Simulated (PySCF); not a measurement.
A structure optimised at PBE-D3(BJ)/def2-SVP, used in a PySCF frequency run:

```xyz
11

W     -0.0018     0.4749     0.0000
N     -0.9769     0.7733     1.4380
H     -1.8217     1.0258     1.9573
N     -0.9769     0.7733    -1.4380
H     -1.8217     1.0258    -1.9573
F      1.4440     1.7015     0.0000
O      0.4751    -1.3655     0.0000
Si     0.0586    -2.9991     0.0000
H     -0.7489    -3.3126    -1.2287
H     -0.7489    -3.3126     1.2287
H      1.3305    -3.7955     0.0000
```
Charge 0, spin multiplicity 1.

Write its SMILES, formula and point group.

[NH]=[W](=[NH])([F])[O][SiH3], FH5N2OSiW, Cs

What are its rotational constants (standard atomic weights)?

3.4108, 1.0095, 0.98817 GHz
